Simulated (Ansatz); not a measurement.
Born–Oppenheimer molecular dynamics of F₂H₆OSi₃ (12 atoms, charge 0, multiplicity 1). It goes on from the last frame of an earlier run, with new velocities.

These are results of RHF/6-31G in Ansatz, not measurements.

| Quantity | Value |
| --- | --- |
| ensemble | NVT, Nosé–Hoover chain |
| time step | 0.5 fs |
| steps asked | 166 |
| set temperature | 100 K |
| thermostat | time constant 100 fs, chain length 3 (defaults) |
| seed | 782519 |

Frames 2.5 fs apart, positions in Å, forces in eV/Å.

Velocities at 50 fs (Å/ps):

```
Si 0.15 2.74 -1.19
F -1.52 0.07 -0.56
O -3.76 1.01 -1.33
Si -0.19 -1.92 0.06
H 7.44 -1.50 -2.93
H 0.33 5.43 -0.61
H 0.54 2.87 3.16
Si 1.47 0.26 1.30
H -3.29 -3.87 4.11
H -15.05 12.02 5.94
H -1.21 -23.84 2.50
F 3.16 -2.05 0.76
```

```xyz
12
Properties=species:S:1:pos:R:3:forces:R:3 time_fs=50 energy_less_start_eV=-0.022 T=89
Si -0.190 -0.293 -0.017 0.42 0.16 0.08
F -0.133 -0.166 1.640 -0.36 -0.18 0.27
O 1.357 -0.732 -0.394 -1.31 0.01 -0.23
Si 2.784 -1.472 -0.885 -0.09 0.75 0.17
H 2.437 -2.283 -2.046 0.13 -0.25 -0.59
H 3.732 -0.360 -1.124 0.16 -0.04 -0.33
H 3.319 -2.302 0.173 0.24 -0.54 0.60
Si -0.952 1.722 -0.928 0.59 -0.13 0.63
H -2.195 2.236 -0.325 0.06 0.16 0.52
H 0.273 2.566 -0.831 -0.32 0.31 -0.05
H -1.333 1.464 -2.284 -0.01 -0.21 -1.31
F -1.325 -1.471 -0.393 0.50 -0.03 0.23
12
Properties=species:S:1:pos:R:3:forces:R:3 time_fs=52.5 energy_less_start_eV=-0.126 T=167
Si -0.189 -0.286 -0.020 0.15 0.05 0.30
F -0.138 -0.166 1.639 -0.35 -0.16 0.25
O 1.346 -0.729 -0.398 -0.60 -0.26 -0.46
Si 2.783 -1.476 -0.884 -0.05 0.69 0.24
H 2.460 -2.293 -2.069 0.15 -0.07 -0.25
H 3.736 -0.350 -1.135 -0.03 -0.25 -0.23
H 3.326 -2.310 0.197 0.04 -0.26 0.24
Si -0.948 1.722 -0.925 -0.18 -0.31 -0.09
H -2.200 2.230 -0.301 0.23 0.02 0.30
H 0.229 2.607 -0.818 -0.05 0.38 -0.10
H -1.335 1.401 -2.311 0.20 0.09 -0.42
F -1.316 -1.476 -0.390 0.50 0.08 0.21
12
Properties=species:S:1:pos:R:3:forces:R:3 time_fs=55 energy_less_start_eV=-0.146 T=180
Si -0.188 -0.279 -0.022 -0.15 -0.04 0.52
F -0.143 -0.166 1.639 -0.34 -0.14 0.21
O 1.332 -0.728 -0.404 0.20 -0.53 -0.68
Si 2.783 -1.478 -0.884 -0.03 0.19 0.30
H 2.491 -2.307 -2.106 0.16 0.21 0.28
H 3.739 -0.354 -1.159 -0.11 -0.30 -0.10
H 3.336 -2.332 0.233 -0.26 0.20 -0.35
Si -0.945 1.722 -0.921 -0.68 -0.37 -0.91
H -2.192 2.225 -0.260 0.31 -0.11 0.05
H 0.181 2.668 -0.811 0.06 0.26 -0.15
H -1.326 1.344 -2.362 0.37 0.45 0.64
F -1.306 -1.481 -0.388 0.47 0.18 0.19
12
Properties=species:S:1:pos:R:3:forces:R:3 time_fs=57.5 energy_less_start_eV=-0.136 T=170
Si -0.187 -0.272 -0.023 -0.32 -0.12 0.69
F -0.149 -0.167 1.640 -0.32 -0.11 0.18
O 1.320 -0.729 -0.412 0.84 -0.71 -0.83
Si 2.782 -1.480 -0.882 -0.19 -0.11 0.26
H 2.531 -2.310 -2.128 0.06 0.27 0.50
H 3.736 -0.375 -1.189 -0.03 -0.12 0.00
H 3.330 -2.343 0.251 -0.35 0.39 -0.54
Si -0.942 1.721 -0.919 -0.51 -0.09 -1.07
H -2.166 2.214 -0.214 0.16 -0.16 -0.09
H 0.136 2.743 -0.814 -0.04 -0.08 -0.18
H -1.296 1.313 -2.378 0.30 0.59 0.92
F -1.294 -1.485 -0.384 0.40 0.25 0.16
12
Properties=species:S:1:pos:R:3:forces:R:3 time_fs=60 energy_less_start_eV=-0.179 T=199
Si -0.187 -0.266 -0.023 -0.25 -0.18 0.75
F -0.157 -0.169 1.641 -0.29 -0.09 0.17
O 1.310 -0.732 -0.423 1.13 -0.74 -0.85
Si 2.781 -1.483 -0.880 -0.47 0.08 0.11
H 2.573 -2.298 -2.122 -0.12 0.05 0.27
H 3.731 -0.403 -1.219 0.13 0.15 0.08
H 3.305 -2.333 0.239 -0.19 0.18 -0.20
Si -0.941 1.720 -0.920 -0.01 0.37 -0.54
H -2.133 2.194 -0.174 -0.15 -0.13 -0.09
H 0.089 2.814 -0.826 -0.10 -0.40 -0.15
H -1.249 1.316 -2.344 0.00 0.45 0.32
F -1.282 -1.489 -0.380 0.30 0.27 0.12
12
Properties=species:S:1:pos:R:3:forces:R:3 time_fs=62.5 energy_less_start_eV=-0.143 T=168
Si -0.188 -0.260 -0.021 0.04 -0.28 0.68
F -0.165 -0.170 1.642 -0.24 -0.07 0.18
O 1.305 -0.738 -0.437 1.02 -0.60 -0.73
Si 2.778 -1.484 -0.878 -0.62 0.67 -0.17
H 2.608 -2.284 -2.101 -0.28 -0.30 -0.19
H 3.735 -0.422 -1.243 0.17 0.26 0.17
H 3.271 -2.314 0.217 0.13 -0.24 0.43
Si -0.940 1.720 -0.921 0.33 0.78 0.52
H -2.108 2.167 -0.140 -0.38 -0.09 -0.09
H 0.038 2.861 -0.847 0.04 -0.46 -0.06
H -1.203 1.344 -2.294 -0.37 0.09 -0.85
F -1.268 -1.491 -0.376 0.16 0.24 0.09
12
Properties=species:S:1:pos:R:3:forces:R:3 time_fs=65 energy_less_start_eV=-0.112 T=141
Si -0.188 -0.254 -0.017 0.46 -0.43 0.46
F -0.174 -0.172 1.644 -0.19 -0.04 0.19
O 1.303 -0.746 -0.454 0.57 -0.30 -0.49
Si 2.775 -1.485 -0.876 -0.37 0.88 -0.39
H 2.627 -2.286 -2.090 -0.32 -0.41 -0.35
H 3.747 -0.427 -1.257 0.04 0.15 0.28
H 3.243 -2.307 0.218 0.26 -0.37 0.65
Si -0.938 1.721 -0.922 0.10 0.76 0.85
H -2.105 2.134 -0.112 -0.36 -0.09 -0.19
H -0.010 2.882 -0.871 0.31 -0.25 0.07
H -1.179 1.379 -2.291 -0.52 -0.09 -1.16
F -1.254 -1.493 -0.371 0.02 0.19 0.06
12
Properties=species:S:1:pos:R:3:forces:R:3 time_fs=67.5 energy_less_start_eV=-0.169 T=182
Si -0.187 -0.250 -0.013 0.85 -0.61 0.16
F -0.183 -0.174 1.647 -0.12 0.00 0.21
O 1.304 -0.755 -0.472 -0.03 0.09 -0.18
Si 2.771 -1.484 -0.875 0.17 0.22 -0.36
H 2.627 -2.312 -2.098 -0.23 -0.16 -0.01
H 3.762 -0.423 -1.255 -0.14 -0.04 0.33
H 3.228 -2.320 0.254 0.09 0.01 0.13
Si -0.936 1.724 -0.921 -0.52 0.38 -0.12
H -2.122 2.095 -0.095 -0.16 -0.09 -0.34
H -0.039 2.888 -0.891 0.52 0.02 0.18
H -1.184 1.410 -2.349 -0.34 0.04 -0.05
F -1.240 -1.494 -0.366 -0.11 0.14 0.04
12
Properties=species:S:1:pos:R:3:forces:R:3 time_fs=70 energy_less_start_eV=-0.144 T=160
Si -0.185 -0.247 -0.008 1.12 -0.73 -0.14
F -0.193 -0.176 1.651 -0.05 0.03 0.21
O 1.304 -0.763 -0.491 -0.58 0.46 0.12
Si 2.767 -1.482 -0.875 0.57 -0.63 -0.22
H 2.614 -2.346 -2.105 -0.09 0.17 0.38
H 3.768 -0.422 -1.233 -0.17 -0.10 0.27
H 3.220 -2.333 0.298 -0.09 0.39 -0.43
Si -0.935 1.728 -0.920 -0.86 0.21 -1.00
H -2.148 2.053 -0.098 0.03 -0.01 -0.39
H -0.039 2.894 -0.900 0.44 0.02 0.25
H -1.208 1.443 -2.411 -0.09 0.12 0.93
F -1.227 -1.495 -0.362 -0.23 0.07 0.02
12
Properties=species:S:1:pos:R:3:forces:R:3 time_fs=72.5 energy_less_start_eV=-0.150 T=161
Si -0.180 -0.245 -0.004 1.19 -0.72 -0.37
F -0.203 -0.178 1.655 0.02 0.05 0.19
O 1.302 -0.770 -0.509 -0.90 0.72 0.35
Si 2.765 -1.482 -0.875 0.59 -1.04 -0.06
H 2.595 -2.370 -2.091 0.03 0.29 0.41
H 3.766 -0.425 -1.196 -0.05 0.00 0.11
H 3.206 -2.324 0.317 -0.11 0.41 -0.53
Si -0.936 1.732 -0.921 -0.70 0.33 -1.14
H -2.173 2.010 -0.124 0.07 0.12 -0.28
H -0.013 2.899 -0.894 0.14 -0.21 0.28
H -1.239 1.482 -2.420 0.05 0.05 1.04
F -1.214 -1.495 -0.357 -0.34 -0.01 0.01
12
Properties=species:S:1:pos:R:3:forces:R:3 time_fs=75 energy_less_start_eV=-0.205 T=200
Si -0.173 -0.245 0.000 0.99 -0.57 -0.50
F -0.213 -0.180 1.659 0.10 0.06 0.15
O 1.298 -0.774 -0.526 -0.87 0.81 0.46
Si 2.764 -1.484 -0.875 0.32 -0.75 0.04
H 2.578 -2.379 -2.055 0.09 0.11 0.04
H 3.760 -0.429 -1.153 0.11 0.14 -0.08
H 3.187 -2.293 0.307 0.05 0.07 -0.12
Si -0.939 1.737 -0.925 -0.26 0.42 -0.46
H -2.194 1.975 -0.166 -0.01 0.27 -0.03
H 0.021 2.893 -0.872 -0.13 -0.35 0.26
H -1.266 1.523 -2.373 0.05 -0.12 0.23
F -1.203 -1.496 -0.352 -0.43 -0.10 -0.01
12
Properties=species:S:1:pos:R:3:forces:R:3 time_fs=77.5 energy_less_start_eV=-0.159 T=160
Si -0.164 -0.246 0.002 0.50 -0.31 -0.50
F -0.222 -0.181 1.664 0.18 0.06 0.06
O 1.290 -0.776 -0.540 -0.45 0.70 0.45
Si 2.763 -1.487 -0.875 0.06 -0.01 0.07
H 2.566 -2.381 -2.018 0.11 -0.17 -0.44
H 3.761 -0.424 -1.115 0.12 0.13 -0.21
H 3.172 -2.258 0.292 0.24 -0.36 0.47
Si -0.941 1.742 -0.929 0.09 0.29 0.69
H -2.215 1.956 -0.209 -0.07 0.36 0.20
H 0.047 2.867 -0.835 -0.20 -0.23 0.21
H -1.292 1.556 -2.314 -0.06 -0.29 -0.99
F -1.193 -1.497 -0.347 -0.50 -0.17 -0.01
```

Of the whole run (83 fs, mean temperature of the second half 152 K): The conserved energy stayed within 0.072 meV per atom of its start (net change -0.052 meV per atom), so the integration is sound. The mean temperature of the second half is 52 % above the set value. A run of 0.083 ps of so small a system gives no equilibrium averages. Limits of this set-up: no polarisation functions.

The run took 6.8 min on 1 thread of Arm Neoverse V1, on a shared host, peak memory 0.16 GiB.
